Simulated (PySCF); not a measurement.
# What a mistake does to a calculation on ClGeH2

All numbers below are calculated, not measured. The program is PySCF 2.14.0, an open-source quantum chemistry code, run on an isolated molecule that a program drew, which may never have been made. The molecule is ClGeH2 (charge 0, doublet), drawn as the SMILES string `[Cl][GeH2]`.

Each row is a Hartree-Fock (HF) and frozen-core CCSD(T) single point in the cc-pV(D+d)Z basis, meant for a local HF minimum. Run 1 is clean. Each other run has one planted mistake out of seven kinds, and not every kind appears here: one electron removed, one electron added, multiplicity raised by two, geometry at a saddle point, minimal basis STO-3G, one bond length entered in bohr, all coordinates scaled. The reference is restricted for singlets and unrestricted otherwise, and also for a bond in bohr. Adding or removing an electron swaps singlet and doublet. Electrons count all cores. HOMO and LUMO are orbital energies over both spins, the gradient is its largest component, and the lowest frequency (negative if imaginary) is given only where the gradient is small. Bond lengths are over the 3 bonds as drawn. T1 is the CCSD diagnostic: over 0.02 (restricted) or 0.045 (unrestricted) a single reference is doubtful. Germanium has the cc-pVDZ-PP basis, with a core potential (ECP10MDF) in place of its 10 inner electrons, and its 3s, 3p and 3d shells are frozen in CCSD(T).

Geometry of the clean run:
```xyz
4
ClGeH2, angstrom
Cl   -0.1482   -2.7865   -0.4785
Ge   -1.1584   -1.1426    0.5337
H    -0.0705   -0.2649    1.1604
H    -1.9757   -0.3972   -0.5262
```

| run | electrons | basis functions | <S^2> | HOMO (eV) | LUMO (eV) | gradient (hartree/bohr) | lowest frequency (cm^-1) | mean bond (Å) | longest bond (Å) | T1 | HF (hartree) | CCSD(T) (hartree) | mistake |
|---|---|---|---|---|---|---|---|---|---|---|---|---|---|
| 1 | 51 | 56 | 0.754 | -9.52 | 0.44 | 4.0e-06 | 421 | 1.7476 | 2.179 | 0.0128 | -754.05251 | -754.30754 | no fault |
| 2 | 51 | 56 | 1.234 | -8.96 | -0.92 | 3.2e-02 | - | 2.3938 | 4.118 | 0.0725 | -753.95755 | -754.19588 | one bond length entered in bohr |
| 3 | 52 | 56 | 0.000 | -1.10 | 8.88 | 6.4e-02 | - | 1.7476 | 2.179 | 0.0086 | -754.06322 | -754.34084 | one electron added |
| 4 | 51 | 56 | 0.768 | -7.69 | 1.55 | 4.5e-05 | -1115 | 1.7183 | 2.155 | 0.0120 | -754.02766 | -754.28650 | geometry at a saddle point |
| 5 | 50 | 56 | 0.000 | -18.28 | -8.03 | 6.4e-02 | - | 1.7476 | 2.179 | 0.0260 | -753.72888 | -753.98879 | ? |
| 6 | 51 | 56 | 3.763 | -4.52 | -2.58 | 1.2e-01 | - | 1.7476 | 2.179 | 0.0405 | -753.81493 | -754.06373 | ? |

**Which mistake was planted in run 5, and what did it cost?**

It counts 50 electrons, one fewer than the clean run, at the same geometry and basis. So the mistake is: one electron removed. Subtracting run 1 and multiplying by 627.51 kcal/mol a hartree, the energy moved by 203.1 kcal/mol in HF and 200.0 kcal/mol in CCSD(T).

**Which mistake was planted in run 6, and what did it cost?**

Electrons, basis and geometry are unchanged, and <S^2> is 3.763, beside S(S+1) = 3.75 for a multiplicity of 4. So the mistake is: multiplicity raised by two. Subtracting run 1 and multiplying by 627.51 kcal/mol a hartree, the energy moved by 149.1 kcal/mol in HF and 153.0 kcal/mol in CCSD(T).

Cautions from the logs. Run 2: T1 is over the limit, so its CCSD(T) energy is less reliable; run 5: T1 is over the limit, so its CCSD(T) energy is less reliable.
